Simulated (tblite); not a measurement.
Compound: C3H12SSi3.
Structure used (GFN2-xTB), in Å, numbered top down from 1:
```xyz
19
C3H12SSi3 angstrom
C     -3.3485    0.5990    0.0206
S     -2.4964   -0.9427    0.4671
C     -0.8004   -0.3189    0.6894
C     -0.1161    0.0945   -0.6243
Si     1.6463   -0.6619   -0.3647
Si     3.2988    0.9373   -0.0668
Si     0.4206   -1.6501    1.3768
H     -3.2652    1.3093    0.8396
H     -2.9121    1.0085   -0.8864
H     -4.3897    0.3449   -0.1488
H     -0.8894    0.5313    1.3695
H     -0.6204   -0.3800   -1.4671
H     -0.1633    1.1712   -0.7938
H      1.9596   -1.5460   -1.5088
H      3.0568    1.7525    1.1272
H      4.6048    0.3002    0.1093
H      3.4367    1.8741   -1.1866
H      0.7067   -1.4152    2.7982
H     -0.1385   -2.9985    1.2724
```

Computed values, GFN2-xTB/tblite, gas phase, harmonic and unscaled. This tight-binding method is rough: wavenumbers can miss measured ones by several per cent, in bad cases by 10 to 20. Modes of hydrogen on silicon can be 10 to 20 % off. One conformer, not necessarily the lowest.

Harmonic wavenumbers (cm⁻¹): 29.4, 36.6, 65.2, 75.0, 110.7, 144.5, 151.1, 230.4, 293.6, 319.9, 354.7, 384.6, 425.4, 435.8, 475.1, 503.3, 518.3, 594.7, 619.7, 626.1, 713.8, 722.3, 745.5, 781.4, 788.4, 810.8, 815.1, 823.8, 940.2, 941.5, 1011.8, 1069.4, 1129.6, 1212.6, 1246.5, 1314.5, 1454.2, 1457.1, 1485.4, 2085.0, 2186.3, 2222.0, 2230.3, 2239.4, 2247.4, 2922.3, 2963.3, 2982.5, 3011.1, 3021.2, 3057.2.

A = 2391, B = 577.4, C = 505.7 MHz; mass 163.997 u (most abundant isotopes); point group C1, symmetry number 1.

What is the zero-point energy?

½Σν̃ = 28513 cm⁻¹ = 81.52 kcal/mol.

Entropy at 350 K, 1 bar (ideal gas, RRHO, classical rotation)?

Translation 42.02, rotation 30.99, vibration 49.28: S = 122.3 cal/(mol K).

And Cp and H(350 K) − H(0)?

Cp = 52.82 cal/(mol K), of which vibrations give 44.87 (their classical limit is 51 R = 101.3); H(350 K) − H(0) = 11.24 kcal/mol without the zero-point energy, 8.46 from vibrations.

Blend soft modes into free rotors: weight 1/[1 + (100 cm⁻¹/ν̃)⁴] for the oscillator and the rest for a rotor with moment μB/(μ + B), μ = h/(8π²ν), B = 10⁻⁴⁴ kg m². What vibrational entropy results?

43.47 cal/(mol K) in place of 49.28, which changes −T·S at 350 K by +2.03 kcal/mol.

What must be added to the electronic energy to get the Gibbs energy at 350 K and 1 bar?

ZPE + [H(350 K) − H(0)] − T·S = 81.52 + 11.24 − 42.80 = 49.96 kcal/mol.

Which modes carry the vibrational entropy at 350 K?

29.4 cm⁻¹: 6.19; 36.6 cm⁻¹: 5.75; 65.2 cm⁻¹: 4.61; 75.0 cm⁻¹: 4.33; 110.7 cm⁻¹: 3.57; 144.5 cm⁻¹: 3.05 cal/(mol K); the other 45 give 21.77 together.

How do the functions run with temperature in this model?

```json
{"T (K)": "100", "S (cal/(mol K))": "77.9", "Cp (cal/(mol K))": "22.9", "H − H(0) (kcal/mol)": "1.60", "G − H(0) (kcal/mol)": "-6.19", "ln q(vib)": "3.43"}
{"T (K)": "200", "S (cal/(mol K))": "97.7", "Cp (cal/(mol K))": "35.8", "H − H(0) (kcal/mol)": "4.53", "G − H(0) (kcal/mol)": "-15.01", "ln q(vib)": "7.27"}
{"T (K)": "300", "S (cal/(mol K))": "114.5", "Cp (cal/(mol K))": "47.7", "H − H(0) (kcal/mol)": "8.72", "G − H(0) (kcal/mol)": "-25.64", "ln q(vib)": "10.88"}
{"T (K)": "500", "S (cal/(mol K))": "143.3", "Cp (cal/(mol K))": "64.8", "H − H(0) (kcal/mol)": "20.11", "G − H(0) (kcal/mol)": "-51.51", "ln q(vib)": "17.68"}
{"T (K)": "800", "S (cal/(mol K))": "177.3", "Cp (cal/(mol K))": "80.1", "H − H(0) (kcal/mol)": "42.05", "G − H(0) (kcal/mol)": "-99.82", "ln q(vib)": "26.75"}
{"T (K)": "1000", "S (cal/(mol K))": "196.0", "Cp (cal/(mol K))": "86.7", "H − H(0) (kcal/mol)": "58.76", "G − H(0) (kcal/mol)": "-137.20", "ln q(vib)": "32.10"}
```

q(vib) and H(0) count from the zero-point level.

Hindered rotation and anharmonicity are outside this model. Other conformers, if any are populated, would add a mixing term that is left out. The structure is chiral; the term R ln 2 for an equal mix with its mirror image is left out.
